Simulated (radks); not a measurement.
Results of a calculation; reference values are marked as such.
Task: All-electron atom: the niobium ion Nb+ in [Kr] 4d4. Level of theory: scalar-relativistic Kohn-Sham, PBE, spin-polarised, spherical densities, point nucleus; open shells are filled with parallel spins first (spin-orbit coupling, left out, can overturn this in heavy ions) (a radial shooting solver on a logarithmic mesh with Libxc functionals). Some entries of the table are withheld. Estimate them.

| orbital | occ. | eigenvalue (eV) | r(max) (bohr) | <1/r> (bohr^-1) |
|---|---|---|---|---|
| 1s down | 1 | -18814.57 | 0.02349 | 42.40 |
| 1s up | 1 | -18814.55 | 0.02349 | 42.40 |
| 2s up | 1 | -2636.883 | 0.1332 | 9.526 |
| 2s down | 1 | -2636.552 | 0.1332 | 9.527 |
| 2p up | 3 | -2355.075 | 0.1064 | 9.272 |
| 2p down | 3 | -2354.833 | 0.1064 | 9.273 |
| 3s up | 1 | -444.9471 | 0.3956 | 3.252 |
| 3s down | 1 | -444.7768 | 0.3956 | 3.252 |
| 3p up | 3 | -352.8454 | 0.3893 | 3.091 |
| 3p down | 3 | -352.6548 | 0.3894 | 3.090 |
| 3d up | 5 | -202.3417 | 0.3345 | 2.854 |
| 3d down | 5 | -202.0391 | 0.3347 | 2.854 |
| 4s up | 1 | -65.3405 | 1.035 | (1) |
| 4s down | 1 | -63.3219 | 1.029 | (2) |
| 4p up | 3 | -41.6482 | 1.129 | 1.022 |
| 4p down | 3 | -39.3229 | 1.120 | 1.034 |
| 4d up | 4 | (3) | 1.502 | 0.6604 |
| 5s up | 0 | -9.9497 | 2.875 | 0.3854 |
| 4d down | 0 | (4) | 1.480 | 0.6558 |
| 5p up | 0 | -6.0902 | 3.624 | 0.2991 |

Result: 
(1) 4s up <1/r> (bohr^-1): 1.165
(2) 4s down <1/r> (bohr^-1): 1.177
(3) 4d up eigenvalue (eV): -10.1500
(4) 4d down eigenvalue (eV): -7.4838
